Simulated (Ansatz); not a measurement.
C$_{2}$H$_{6}$OZn, charge +1, doublet (typed; the unrestricted solution is spin-contaminated), geometry from GFN2-xTB (such geometries of metal compounds can be far from the true shape) (a state made from the parent by changing its charge; the spin is typed, not shown lowest); BHLYP/STO-3G (Ansatz, an electronic-structure program).

The Ansatz input:
Ansatz 0.2 input:
```yaml
crystal:
  periodic: [false, false, false]
  atoms:
    - {symbol: Zn, position_ang: [0.66052758, 0.07892966, 0.31364256]}
    - {symbol: C, position_ang: [-0.27977330, -0.97357347, -1.30584936]}
    - {symbol: C, position_ang: [-1.66382522, -0.50934891, -1.22052085]}
    - {symbol: H, position_ang: [-0.10309820, -2.01378381, -1.02993822]}
    - {symbol: H, position_ang: [0.29217277, -0.62914423, -2.16804742]}
    - {symbol: H, position_ang: [-1.78668687, 0.55569570, -1.43614479]}
    - {symbol: H, position_ang: [-2.17131394, -0.80146609, -0.29628646]}
    - {symbol: H, position_ang: [-2.22781889, -1.02548261, -2.02047879]}
    - {symbol: O, position_ang: [-0.27939928, 1.10498785, 1.32849314]}
    - {symbol: H, position_ang: [0.07770294, 1.60392264, 2.07189514]}
basis:
  gaussian:
    orbitals: STO-3G
hamiltonian:
  xc: {name: BHLYP}
total_charge: 1
magnetization: {spin_polarized: true, initial_magnetization: 1}
accuracy: high
```

It wrote (shortened):

```
Functional definition: BHLYP
707 factors; integrals over basis functions are off by at most 3.9e-9 eV
mean field evaluation 1: about -51056.3571 eV, gradient 2.0e2 eV
mean field evaluation 2: about -51523.0804 eV, gradient 8.5e1 eV
mean field evaluation 4: about -51161.8416 eV, gradient 1.5e2 eV
mean field evaluation 8: about -51575.0888 eV, gradient 1.5e2 eV
mean field evaluation 16: about -52013.2515 eV, gradient 1.2e0 eV
mean field evaluation 32: about -52014.3735 eV, gradient 1.1e-5 eV
mean field evaluation 64: about -52014.3583 eV, gradient 2.0e0 eV
mean field evaluation 96: about -52015.2582 eV, gradient 1.5e-1 eV
mean field -52015.26325351 eV, -1911.5256673548 hartree, gradient 4.6e-8 eV, S^2 1.419819; 14 other end points of the search recorded, 0 dependent functions left out
reference -52015.26327893 eV, -1911.5256682889 hartree; 28, 27 occupied and 11, 12 virtual orbitals, 707 factors
Total energy: -52015.26327893 eV, -1911.5256682889 hartree
```
